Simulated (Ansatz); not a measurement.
Molecule: ZrH₂ (charge 0, triplet). The spin state was set by rule; other spins were not relaxed. 
Geometry from a B3LYP-D3(BJ)/def2-TZVP (Ansatz, a program for electronic structure) optimisation:
```xyz
3

Zr     0.0309     0.0071     0.0318
H     -0.3599    -1.7271    -0.5339
H     -0.8769     1.4439    -0.7373
```
Charge 0, spin multiplicity 3.

Wanted: vertical electron affinity (to the doublet state of charge -1; a negative value means that the extra electron is unbound and the number depends on the basis; each state is the SCF solution reached for its spin; for the doublet the Hartree-Fock reference is unstable and T1 is 0.058), in eV. Valence correlation only, unless marked. Open shells are spin-unrestricted. Spin-orbit coupling is left out. The frozen core is the preceding noble-gas configuration, with the filled d and f shells of earlier blocks. Past Kr the def2 sets carry scalar-relativistic core potentials. Anions need diffuse functions: def2-D sets add few. 

```json
[
 {"level": "HF/def2-SVPD", "program": "Ansatz", "vertical electron affinity (eV)": "-0.21"},
 {"level": "PBE/def2-TZVPD", "program": "Ansatz", "vertical electron affinity (eV)": "0.50"},
 {"level": "r2SCAN/def2-TZVPD", "program": "Ansatz", "vertical electron affinity (eV)": "0.44"},
 {"level": "B3LYP/def2-TZVPD", "program": "Ansatz", "vertical electron affinity (eV)": "0.55"},
 {"level": "PBE0/def2-TZVPD", "program": "Ansatz", "vertical electron affinity (eV)": "0.44"},
 {"level": "BHLYP/def2-TZVPD", "program": "Ansatz", "vertical electron affinity (eV)": "0.35"},
 {"level": "wB97M-V/def2-TZVPD", "program": "Ansatz", "vertical electron affinity (eV)": "0.48"},
 {"level": "B2PLYP/def2-TZVPD", "program": "Ansatz", "vertical electron affinity (eV)": "0.37"},
 {"level": "MP2/def2-SVPD", "program": "Ansatz", "vertical electron affinity (eV)": "0.13"},
 {"level": "CCSD/def2-SVPD", "program": "Ansatz", "vertical electron affinity (eV)": "0.42"},
 {"level": "CCSD/def2-TZVPPD", "program": "Ansatz", "vertical electron affinity (eV)": "0.48"},
 {"level": "CCSD(T)/def2-SVPD", "program": "Ansatz", "vertical electron affinity (eV)": "0.49"},
 {"level": "CCSD(T)/def2-TZVPPD", "program": "Ansatz", "vertical electron affinity (eV)": "0.60"},
 {"level": "CCSD(T)/def2-QZVPPD", "program": "Ansatz", "vertical electron affinity (eV)": "0.65"}
]
```
